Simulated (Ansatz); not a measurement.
```xyz
2

C     0.0000    0.0000    0.6215
C     0.0000    0.0000   -0.6215
```

Basis set: STO-3G (spherical functions). Left uncorrelated: 2 orbitals. Charge 0, multiplicity 1.

Computed with Ansatz (development build ahead of 0.2.0); the reference of a correlated method needn't be the lowest determinant of its kind.

**Question.** Give the atomization energy at this shape (free ground-state atoms in the same class of orbitals less the molecule, no zero-point energy) of singlet C₂ by UHF-CCSD(T), UHF-CCSD.

**Answer.**

```csv
method,atomization energy
UHF-CCSD(T),628.0 kJ/mol
UHF-CCSD,624.3 kJ/mol
```

Caution: the reference determinant was not shown to be the lowest; the shape is not the minimum; the unrestricted determinant is a mixture of spin states.

This basis has no polarisation functions and is too small for such energies, which can lie far from measured ones in either direction.
